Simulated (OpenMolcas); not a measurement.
Cr4+: moving the ligands

Cr4+ with 6 ligands (sulfide) in trigonal antiprismatic coordination (D3d) at 2.33 Å, a polar angle of 58.0° against the regular 54.74°. A charge of +1.33 e stands 2.8 Å behind each ligand. Ligand basis ANO-RCC-VDZP.

```json
{"Program": "OpenMolcas", "Method": "CASSCF", "Basis": "ANO-RCC-VDZP [5s4p2d1f]", "Scalar Hamiltonian": "DKH2, point nucleus", "Active space": "2 electrons in 5 orbitals (3d)", "State averaging": "2S+1 = 3 even, 10 roots; 2S+1 = 1 even, 15 roots", "Spin-orbit coupling": "state interaction with AMFI integrals over the reference wave functions"}
```

Runs around this geometry, states (labels of D3, the rotations of D3d). Energies in cm-1 above the lowest state or level, χT in cm3 K/mol.

```csv
R (Å),Polar angle / regular,Ground state,First state of that spin,First gap with spin-orbit (degeneracies),χT at 300 K,First state of another spin
2.26,1.06,3A2,3E 604.0,"24.2 (1, 2)",0.817,1E 13363
2.33,1.06,3A2,3E 533.3,"25.2 (1, 2)",0.799,1E 13668
2.4,1.06,3A2,3E 470.4,"25.6 (1, 2)",0.783,1E 13890
2.33,1.166,3A2,3E 1517,"17.2 (1, 2)",0.885,1E 14195
```

Taking the first state of the same spin as R^-n, n = -ln(470.4 / 604) / ln(2.4 / 2.26) = 4.2 between the shortest and longest distance.

Without dynamic correlation the repulsion within the d shell is too large (B by tens of per cent), so at a given field states of lower spin stand too high. The sulfide ions are held by bare point charges, a crude embedding. Ligand-to-metal charge-transfer states are missing. This ion would oxidise such ligands; the complex is a model and need not exist. With no ligand orbital active B as a rule stays too high, so bands that hang on it stand too high and its fall with covalency is understated. With metal d orbitals alone and no dynamic correlation the field as a rule comes out too small, by tens of per cent, by up to half for chloride and softer ligands. The least metal-like active orbital is 67 % on the metal (Löwdin) and no ligand orbital is active, so the numbers are rough (holds for R = 2.26, ratio = 1.06; R = 2.33, ratio = 1.166). The least metal-like active orbital is 69 % on the metal (Löwdin) and no ligand orbital is active, so the numbers are rough (holds for R = 2.33, ratio = 1.06; R = 2.4, ratio = 1.06). No measured value stands beside these numbers; the geometry is a model, was not optimised and need not be the one that this ion takes.
